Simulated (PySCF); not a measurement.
[Ti(OH)4], neutral singlet in the gas phase. 

Cartesian coordinates (Å):
```xyz
9

Ti    -0.0525     0.1391    -0.0229
O     -1.1536     1.3884    -0.7015
H     -1.8262     1.9006    -0.2368
O      1.6129     0.8024     0.1235
H      1.9655     1.6089    -0.2715
O     -0.0531    -1.2808    -1.1266
H      0.7068    -1.7796    -1.4502
O     -0.6155    -0.3536     1.6126
H     -1.0554    -1.1739     1.8667
```
Charge 0, spin multiplicity 1.

All levels are single points at this geometry (r2SCAN-D4/def2-SVP); Pople sets use spherical d functions. Orbital energies aren't observables, and empty levels follow the basis.

| level | HOMO (eV) | LUMO (eV) | gap (eV) | dipole (D) | vertical IE, Delta-SCF (eV) |
|---|---|---|---|---|---|
| TPSSh-D3(BJ)/def2-TZVP in PySCF | -8.02 | -1.65 | 6.37 | 0.00 | – |
| BP86/6-31G* (LANL2DZ on Ti) in PySCF | -7.08 | -1.95 | 5.12 | 0.00 | – |
| PBE/6-31G* (LANL2DZ on Ti) in PySCF | -6.96 | -1.84 | 5.11 | 0.00 | – |
| HF/3-21G in PySCF | -12.64 | 1.89 | 14.52 | 0.00 | – |
| HF/6-31G* (LANL2DZ on Ti) in PySCF | -13.26 | 1.04 | 14.30 | 0.00 | – |
| HF/STO-3G in PySCF | -9.30 | 9.99 | 19.29 | 0.00 | – |
